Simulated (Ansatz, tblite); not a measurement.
Forces on Cd₁₀H₂₈S₁₀ at its r2SCAN-D4/def2-SVP geometry. Total charge 0; singlet.

In the def2 sets Cd takes a core potential; there is no spin–orbit coupling. The xTB rows come from tblite. Single mean-field runs in def2-TZVP are fitted with def2-universal-jkfit.

GFN1-xTB (tblite), largest force 1.99 eV/Å:

```xyz
48
positions Å, forces eV/Å
Cd   -0.665   -4.617    2.517   -0.098    0.100   -0.137
Cd    4.406   -0.436    3.679   -0.296    0.040   -0.205
Cd    3.159    1.324   -2.259    0.242    0.106    0.511
Cd   -3.438   -2.763   -1.174   -0.151   -0.430   -0.083
Cd    1.602    0.573   -4.920   -0.480   -0.300   -0.198
Cd    0.253   -0.789   -0.126   -0.224    0.372   -0.337
Cd   -1.178    1.149    3.327   -0.123    0.015   -0.175
Cd    0.369    3.178    0.959   -0.006    0.082    0.133
Cd   -2.470    1.993   -1.689   -0.248   -0.564    0.012
Cd   -0.623    4.159   -3.040    0.265    0.232   -0.244
S     1.950   -1.301    1.845   -0.820   -0.268    1.200
S    -1.172   -2.989    0.068    0.043   -0.513   -0.440
S    -1.756   -1.968    3.683   -0.163   -0.107    1.174
S     1.456   -0.910   -2.352    0.422   -0.282    0.247
S     2.917    1.931    2.043    0.778    0.866    0.013
S     1.391    3.242   -1.428    0.459    0.531    0.047
S    -2.351   -1.647   -3.534    1.103   -0.623   -0.048
S    -4.236   -0.685    0.419    0.876   -0.051    0.857
S    -0.590    1.550   -3.792   -0.311   -0.079   -0.600
S    -1.130    1.151    0.495   -0.070   -0.277   -0.022
H    -2.012   -5.615    2.546    0.274    0.172    0.048
H     0.879   -3.891    2.701   -0.478   -0.748    0.166
H     3.329   -0.297    4.967    0.341   -0.035   -0.166
H     5.632   -0.611    2.546   -0.203    0.014    0.259
H     2.855    1.620   -4.056    0.200   -0.015   -0.135
H     4.414    1.167   -1.134   -0.331    0.027   -0.452
H    -4.631   -3.842   -1.689    0.422    0.425    0.226
H     1.457   -0.384   -6.297    0.112    0.261    0.407
H     0.439    0.498    3.417   -0.672    0.518    0.549
H    -2.647    1.823    3.783    0.256   -0.135    0.031
H     0.266    4.377    2.145    0.012   -0.157   -0.251
H    -3.788    0.951   -1.958    0.331    0.492   -0.051
H    -0.343    5.497   -4.023   -0.115   -0.393    0.294
H    -1.928    3.739   -1.715   -0.227    0.211   -0.070
H     1.371   -2.507    2.267    0.785    1.613   -0.414
H     1.159   -0.456    2.691    1.102   -1.277   -1.064
H    -0.514   -3.757   -0.831   -0.350    0.401    0.435
H    -0.900   -1.880    4.726   -0.558   -0.087   -0.675
H    -2.820   -2.212    4.482    0.643    0.157   -0.494
H     2.405   -1.831   -2.061   -0.497    0.352   -0.179
H     3.857    2.343    1.159   -0.602   -0.243    0.598
H     3.087    2.988    2.871   -0.018   -0.642   -0.528
H     2.234    4.298   -1.366   -0.349   -0.477    0.020
H    -1.054   -1.373   -3.221   -0.825   -0.083   -0.187
H    -2.046   -2.874   -4.019   -0.146    0.731    0.218
H    -4.063   -1.364    1.580   -0.098    0.427   -0.618
H    -3.052    0.019    0.572   -0.605   -0.400   -0.101
H    -1.479    1.427   -4.803    0.399    0.040    0.429
```

GFN2-xTB (tblite), largest force 0.68 eV/Å:

```
Cd -0.272 -0.131 -0.159
Cd -0.165 -0.060 -0.175
Cd 0.250 0.003 0.251
Cd -0.479 -0.328 -0.201
Cd -0.197 -0.361 -0.326
Cd 0.003 0.355 0.008
Cd -0.336 0.339 -0.321
Cd -0.208 0.142 0.423
Cd -0.197 -0.412 -0.006
Cd 0.081 0.333 -0.307
S 0.196 -0.125 0.076
S 0.172 -0.535 -0.176
S -0.185 -0.019 0.618
S 0.543 -0.393 -0.084
S 0.338 0.454 -0.017
S 0.504 0.427 0.027
S 0.493 -0.195 -0.057
S 0.272 0.065 0.439
S -0.430 -0.055 -0.425
S -0.034 -0.091 0.149
H 0.262 0.117 0.076
H -0.135 -0.297 0.115
H 0.187 -0.019 -0.071
H -0.123 0.034 0.202
H 0.295 0.040 -0.095
H -0.282 0.031 -0.328
H 0.283 0.251 0.146
H 0.084 0.209 0.346
H -0.233 0.185 0.341
H 0.209 -0.167 0.098
H -0.005 -0.164 -0.277
H 0.288 0.347 -0.035
H -0.082 -0.348 0.278
H -0.253 0.225 0.008
H 0.231 0.398 -0.011
H 0.321 -0.383 -0.199
H -0.200 0.257 0.269
H -0.280 -0.061 -0.310
H 0.353 0.090 -0.214
H -0.357 0.261 -0.085
H -0.249 -0.111 0.284
H 0.052 -0.289 -0.248
H -0.191 -0.242 0.016
H -0.410 -0.103 -0.092
H 0.004 0.330 0.036
H -0.021 0.206 -0.220
H -0.341 -0.278 -0.029
H 0.245 0.065 0.262
```

PBE-D4/def2-TZVP (Ansatz), largest force 0.18 eV/Å:

```
Cd 0.031 -0.045 0.042
Cd 0.059 0.001 0.067
Cd -0.036 -0.005 0.049
Cd 0.165 0.037 0.062
Cd -0.046 0.046 -0.018
Cd 0.010 -0.016 -0.011
Cd 0.028 0.013 0.031
Cd 0.025 -0.050 -0.120
Cd 0.043 -0.002 0.033
Cd 0.059 -0.031 0.004
S -0.001 0.009 -0.063
S -0.047 0.045 -0.016
S -0.002 0.016 -0.064
S -0.068 0.009 0.037
S -0.030 -0.005 -0.009
S -0.035 -0.033 0.012
S -0.080 0.070 -0.002
S -0.072 0.017 -0.089
S 0.013 -0.036 0.022
S -0.010 -0.027 -0.045
H -0.085 -0.049 -0.017
H 0.068 0.034 0.000
H -0.075 0.010 0.060
H 0.056 -0.016 -0.085
H 0.034 0.059 -0.038
H 0.065 -0.001 0.072
H -0.082 -0.046 -0.032
H -0.008 -0.054 -0.071
H 0.065 -0.026 0.008
H -0.079 0.040 0.006
H -0.008 0.066 0.073
H -0.073 -0.078 -0.003
H 0.007 0.070 -0.050
H -0.034 0.042 0.047
H -0.019 0.047 0.016
H -0.005 -0.072 -0.008
H -0.004 0.025 -0.009
H -0.009 -0.007 0.020
H -0.012 -0.014 0.039
H 0.002 0.003 0.022
H 0.000 0.010 -0.009
H 0.024 0.012 -0.026
H -0.008 -0.005 0.003
H 0.034 -0.033 0.020
H 0.026 -0.028 0.013
H 0.019 -0.017 0.026
H 0.077 0.009 0.014
H 0.018 0.009 -0.011
```
